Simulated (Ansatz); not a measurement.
Ansatz (an electronic-structure program) input (PBE/def2-TZVPD):

Ansatz 0.2 input:
```yaml
crystal:
  periodic: [false, false, false]
  atoms:
    - {symbol: Si, position_ang: [-1.17798562, 0.01946742, 0.00247763]}
    - {symbol: C, position_ang: [0.51916963, 0.72496342, 0.00106363]}
    - {symbol: C, position_ang: [0.49492219, -0.74172233, -0.00319655]}
    - {symbol: C, position_ang: [1.73454129, -0.02866507, -0.00364822]}
basis:
  gaussian:
    orbitals: def2-TZVPD
hamiltonian:
  xc: {name: PBE}
total_charge: 1
magnetization: {spin_polarized: true, initial_magnetization: 1}
```

End of the output:

```
integrals: 0.05 GiB planned
797 factors; their error is unknown
mean field: 0.60 GiB planned
mean field evaluation 1: about -10920.5022 eV, gradient 7.4e1 eV
mean field evaluation 2: about -10451.6711 eV, gradient 2.4e2 eV
mean field evaluation 4: about -10940.4870 eV, gradient 5.4e1 eV
mean field evaluation 8: about -10965.9312 eV, gradient 9.8e-1 eV
mean field evaluation 16: about -10965.9224 eV, gradient 1.0e-2 eV
mean field evaluation 32: about -10962.5851 eV, gradient 7.1e-3 eV
mean field -10965.92236511 eV, -402.9902139485 hartree, gradient 3.8e-5 eV, S^2 0.754633; 4 other end points of the search recorded, 0 dependent functions left out
reference -10965.92239965 eV, -402.9902152179 hartree; 16, 15 occupied and 138, 139 virtual orbitals, 797 factors
Total energy: -10965.92239965 eV, -402.9902152179 hartree
```

This state (charge 1, doublet) is run at the relaxed geometry of the species with charge 0 and multiplicity 1.
